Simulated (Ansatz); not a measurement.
C3H7NOSi, SMILES `C/C=C1\N[SiH2]O1`, relaxed with RKS PBE-D4/def2-SVP in Ansatz 0.2.0 from a rough embedded geometry. The force threshold is 0.03 eV/Å; the program also tests the step.

Charge 0, multiplicity 1.

Start:

```xyz
13

C    -1.276    0.484   -1.707
C    -0.448   -0.566   -1.009
C     0.341   -0.395    0.082
N     0.648    0.635    0.768
Si    1.427   -0.247    1.889
O     1.128   -1.294    0.649
H    -0.986    0.597   -2.705
H    -1.173    1.432   -1.149
H    -2.360    0.127   -1.623
H    -0.478   -1.573   -1.477
H    -0.226    1.172    1.142
H     2.838    0.143    2.000
H     0.566   -0.516    3.140
```

(1) By how much does the energy fall, and how many steps does the optimiser take? (Estimate.)

(2) Which bonds change most? (Best estimate.)

(3) Give the relaxed structure. (Estimate.)

Results:

(1) Computed: 42.61 kcal/mol, in 9 steps, 1 of them rejected.

(2) The calculation gave: C3–N4 from 1.276 to 1.414 Å; N4–Si5 from 1.624 to 1.747 Å; C3–O6 from 1.323 to 1.403 Å.

(3) Computed: 
```xyz
13

C    -1.310    0.444   -1.707
C    -0.444   -0.598   -1.064
C     0.254   -0.417    0.075
N     0.389    0.685    0.951
Si    1.424   -0.287    1.969
O     1.074   -1.380    0.682
H    -1.031    0.619   -2.769
H    -1.237    1.426   -1.195
H    -2.387    0.161   -1.709
H    -0.354   -1.592   -1.526
H    -0.151    1.544    0.888
H     2.868    0.104    2.091
H     0.904   -0.708    3.315
```
